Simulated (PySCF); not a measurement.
**How methods differ on the excitation energy of Cl⁺**

Cl⁺ [Ne] 3s2 3p4 (3P) → Cl⁺ [Ne] 3s1 3p5 (3P), as a difference of total energies. Computed with PySCF 2.14 in x2c-TZVPPall (5s5p3d1f, 42 functions), with scalar relativity by spin-free X2C-1e. Correlated levels: valence: [Ne] frozen. The calculations carry no spin-orbit coupling.

Task: Order these methods by the excitation energy they give, lowest first.
A. MP2 (valence)
B. SCS-MP2 (valence)
C. CCSD(T) (valence)
D. CCSD (valence)

Result: C (11.764 eV), D (12.120 eV), B (12.976 eV), A (13.139 eV).

Errors of the correlated levels include the incompleteness of this basis and the frozen core.

The coupled-cluster amplitudes are large for the upper state (T1 above 0.03 or a double amplitude above 0.15), so a single reference is strained.

For comparison: 11.573 eV (measured; NIST levels, between the centres of gravity of the two terms).
